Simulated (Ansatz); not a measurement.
Total energies of CaCl2 (the lowest singlet isomer of a short search) from Ansatz at PBE0-D4/def2-TZVP, gas phase (1 Eh = 27.2114 eV = 2625.5 kJ/mol). The reference geometry is relaxed at r2SCAN-D4/def2-TZVP.

```xyz
3

Ca   -0.050    0.040   -0.001
Cl    1.171    1.369   -1.674
Cl   -1.121   -1.409    1.676
```

| state | geometry | energy (Eh) |
| --- | --- | --- |
| charge 0 singlet | reference | -1597.71322 |
| charge 1 doublet | reference | -1597.33339 |
| charge 0 triplet | relaxed at r2SCAN-D4/def2-TZVP | -1597.53758 |
| charge 0 quintet | relaxed at r2SCAN-D4/def2-TZVP | -1597.32105 |
| free Ca atom (singlet) | – | -677.37586 |
| free Cl atom (doublet) | – | -459.99739 |

Work out the vertical ionisation energy to the doublet.

E(charge 1 doublet) − E(charge 0 singlet) = -1597.33339 − (-1597.71322) = 0.37983 Eh = 10.34 eV. For comparison, −ε of the highest occupied level is 8.31 eV at this level, 2.03 eV less.

Which of the charge 0 states is lowest, and how far above it are the others?

The singlet. triplet: -1597.53758 − (-1597.71322) = 0.17564 Eh = 461.1 kJ/mol; quintet: -1597.32105 − (-1597.71322) = 0.39217 Eh = 1029.6 kJ/mol.

What is the binding energy per atom against free atoms?

Atoms: 1 × (-677.37586) + 2 × (-459.99739) = -1597.37064 Eh. Binding: -1597.37064 − (-1597.71322) = 0.34258 Eh = 9.32 eV, or 3.11 eV for each of 3 atoms (no zero-point energy, no counterpoise term).

The structure comes from a short search, and lower isomers may exist.
